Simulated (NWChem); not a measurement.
Species: CH$_{5}$NOSi$_{2}$; SMILES C1[Si@H]([SiH2]N=1)O

```xyz
10

O     -0.2667     2.3144    -0.3868
Si     0.0219     0.8717     0.3966
C      1.4214    -0.3506    -0.1034
N      0.9120    -1.5313    -0.1566
Si    -0.8727    -1.2563    -0.0424
H     -0.4619     2.2667    -1.3275
H      0.1524     1.2598     1.8324
H      2.5119    -0.2156    -0.2476
H     -1.5620    -2.1168     0.9677
H     -1.5068    -1.5021    -1.3741
```
Atoms are numbered in this order, from 1.

Program: NWChem. Medium grid unless said otherwise, to which SCAN and Minnesota functionals are sensitive. All runs use the structure optimised with PBE0/def2-SVP.

### Question
Among these, which level gives the lowest value of “dipole (D)”?
(A) PBE/def2-TZVP
(B) M06-2X/def2-TZVP
(C) CAM-B3LYP/def2-TZVP
(D) Hartree-Fock/def2-TZVP

### Answer
A, PBE/def2-TZVP. Values: PBE/def2-TZVP 1.59; M06-2X/def2-TZVP 1.65; CAM-B3LYP/def2-TZVP 1.70; Hartree-Fock/def2-TZVP 1.76
